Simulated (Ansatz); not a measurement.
These are frozen-core CCSD(T)/cc-pVDZ // PBE-D3(BJ)/def2-SVP (Ansatz, a quantum-chemistry and plane-wave program) values and carry that method's errors.

Ansatz 0.2 input:
```yaml
crystal:
  periodic: [false, false, false]
  atoms:
    - { symbol: C, position_ang: [2.264472, -0.097596, -0.817665] }
    - { symbol: O, position_ang: [0.908383, -0.249142, -1.163453] }
    - { symbol: Si, position_ang: [-0.36756, -0.034314, -0.066821] }
    - { symbol: C, position_ang: [-0.206524, -1.266365, 1.356689] }
    - { symbol: C, position_ang: [-0.349439, 1.73242, 0.602947] }
    - { symbol: C, position_ang: [-1.919164, -0.361076, -1.07266] }
    - { symbol: H, position_ang: [2.889867, -0.293184, -1.714395] }
    - { symbol: H, position_ang: [2.505203, 0.932342, -0.460173] }
    - { symbol: H, position_ang: [2.588281, -0.810789, -0.022034] }
    - { symbol: H, position_ang: [0.719291, -1.097881, 1.944481] }
    - { symbol: H, position_ang: [-0.184737, -2.308384, 0.977135] }
    - { symbol: H, position_ang: [-1.063932, -1.176057, 2.055593] }
    - { symbol: H, position_ang: [-0.412427, 2.46929, -0.223729] }
    - { symbol: H, position_ang: [-1.21083, 1.90626, 1.280852] }
    - { symbol: H, position_ang: [0.574282, 1.944789, 1.179712] }
    - { symbol: H, position_ang: [-1.994528, 0.347069, -1.922453] }
    - { symbol: H, position_ang: [-2.828896, -0.247468, -0.448158] }
    - { symbol: H, position_ang: [-1.911742, -1.389912, -1.48587] }
basis:
  gaussian: { orbitals: cc-pVDZ }
correlation:
  method: ccsd_t
```

Output:

```
Functional definition: HF
1353 factors; integrals over basis functions are off by at most 1.1e-3 eV
mean field evaluation 1: about -14208.7633 eV, gradient 4.1e1 eV
mean field evaluation 2: about -14208.9149 eV, gradient 4.1e1 eV
mean field evaluation 4: about -14213.0891 eV, gradient 4.9e0 eV
mean field evaluation 8: about -14213.1569 eV, gradient 1.5e-4 eV
mean field evaluation 16: about -14212.9159 eV, gradient 4.8e0 eV
mean field -14213.15687894 eV, -522.3238812774 hartree, gradient 8.0e-7 eV, S^2 0.000000; 0 other end points of the search recorded, 0 dependent functions left out
10 core orbitals not correlated
reference -14213.15687894 eV, -522.3238812774 hartree; 19, 19 occupied and 119, 119 virtual orbitals, 1353 factors
second order -23.67494604 eV of doubles, -0.00000000 eV of singles
cycle   1  -25.06633699 eV  change    -1.4e0 eV  update   1.0e-1
cycle   2  -25.70434126 eV  change   -6.4e-1 eV  update   3.0e-2
cycle   3  -25.83473512 eV  change   -1.3e-1 eV  update   1.4e-2
cycle   4  -25.83662591 eV  change   -1.9e-3 eV  update   3.0e-3
cycle   5  -25.83713613 eV  change   -5.1e-4 eV  update   1.0e-3
cycle   6  -25.83732787 eV  change   -1.9e-4 eV  update   2.9e-4
cycle   7  -25.83726921 eV  change    5.9e-5 eV  update   1.1e-4
cycle   8  -25.83727004 eV  change   -8.4e-7 eV  update   3.6e-5
perturbative correction -0.70751596 eV, -0.0260007319 hartree
Total energy: -14239.70166495 eV, -523.2993841703 hartree
```

Cost: about 80 core-seconds (a rough figure).
